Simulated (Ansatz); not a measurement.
Ligand exchange: C3H4BF + Ge(CH3)F3 → C2HBF2 + Ge(CH3)2F2

Species: C3H4BF `C#CB(C)F`, singlet; Ge(CH3)F3, singlet; C2HBF2 `C#CB(F)F`, singlet; Ge(CH3)2F2, singlet. The partners trade CH3 for F: B–CH3 and Ge–F bonds give way to B–F and Ge–CH3.

Shapes, held fixed at every level: PBE0-D4/def2-TZVP. Programs: Ansatz 0.2.0. The zero-point and thermal change to 298 K, harmonic and unscaled (PBE0-D4/def2-TZVP), is +1.1 kJ/mol.

```json
{"level": "SPW92/def2-TZVPP", "kind": "LDA", "ΔH(298 K) (kJ/mol)": "-70.3", "less CCSD(T)/def2-TZVPP": "-2.1", "CPU time (sum over the molecules)": "17 s"}
{"level": "PBE-D4/def2-TZVPP", "kind": "GGA", "ΔH(298 K) (kJ/mol)": "-64.6", "less CCSD(T)/def2-TZVPP": "+3.6", "CPU time (sum over the molecules)": "31 s"}
{"level": "B3LYP-D4/def2-TZVPP", "kind": "global hybrid", "ΔH(298 K) (kJ/mol)": "-66.4", "less CCSD(T)/def2-TZVPP": "+1.8", "CPU time (sum over the molecules)": "50 s"}
{"level": "BHLYP-D4/def2-TZVPP", "kind": "global hybrid", "ΔH(298 K) (kJ/mol)": "-67.2", "less CCSD(T)/def2-TZVPP": "+1.0", "CPU time (sum over the molecules)": "38 s"}
{"level": "CCSD(T)/def2-SVP", "kind": "coupled cluster or CI", "ΔH(298 K) (kJ/mol)": "-73.2", "less CCSD(T)/def2-TZVPP": "-5.0", "CPU time (sum over the molecules)": "1.7 min"}
{"level": "CCSD/def2-TZVPP", "kind": "coupled cluster or CI", "ΔH(298 K) (kJ/mol)": "-68.4", "less CCSD(T)/def2-TZVPP": "-0.2", "CPU time (sum over the molecules)": "–"}
{"level": "CCSD(T)/def2-TZVPP", "kind": "coupled cluster or CI", "ΔH(298 K) (kJ/mol)": "-68.2", "less CCSD(T)/def2-TZVPP": "0.0", "CPU time (sum over the molecules)": "28 min"}
```

The highest level, CCSD(T)/def2-TZVPP, gives ΔH(298 K) = -68.2 kJ/mol; the levels span -73.2 to -64.6. The column of differences is taken from that level and isn't an error. No measured value is set beside it here. Relativity is left out for Ge. Outer-core shells of Ge are correlated in most correlated rows, in sets that cover them unevenly. Times are processor times on shared x86 and Arm servers, and rough.
